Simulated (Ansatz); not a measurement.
Coupled-cluster diagnostics for B₄N₄H₁₄, a cluster cut from wurtzite BN (hydrogen-capped), Ansatz.

Geometry of the singlet (PBE0-D4/def2-SVP):

```xyz
22

B     0.2793   -1.3529   -0.9666
N     1.3680   -0.1588   -0.8742
B    -1.2439    0.7258   -0.8766
N    -1.0068   -0.7236   -0.3284
N    -0.1801    1.6206   -0.0472
B     1.0748    0.7723    0.3505
B    -0.8993   -0.7125    1.2354
N     0.6033   -0.1745    1.5054
H     0.1198   -1.6583   -2.1388
H     0.7154   -2.2867   -0.2951
H     1.3201    0.3873   -1.7355
H     2.3085   -0.5480   -0.8432
H    -0.9423    0.8225   -2.0652
H    -2.3727    1.1343   -0.6491
H    -1.8055   -1.2974   -0.5890
H     0.0713    2.4480   -0.5850
H    -0.6389    1.9653    0.7972
H     2.0351    1.4622    0.6637
H    -1.0179   -1.8272    1.7215
H    -1.6675    0.1032    1.7429
H     1.2280   -0.9801    1.5611
H     0.6514    0.2785    2.4162
```

Correlated methods freeze 8 core orbitals.

Question: Estimate the CCSD(T) correlation energy, the shares of MP2 and (T), T1 and the reference's ⟨S²⟩ for: charge 0, singlet, own geometry in def2-SVP; and the rough time on 4 threads of Arm Neoverse V2 on a shared host.

Answer: 
```json
{"state": "charge 0, singlet, own geometry", "basis": "def2-SVP", "correlation (eV)": "-33.399", "MP2 share (%)": "90.1", "(T) share (%)": "2.9", "T1": "0.009", "⟨S²⟩ (pure)": "0.00 (0.00)", "wall time": "98 s"}
```
Customary marks for T1 are 0.02 (closed shells), 0.045 (open shells) and about 0.05 (3d metals). T1 stays under 0.02 throughout.
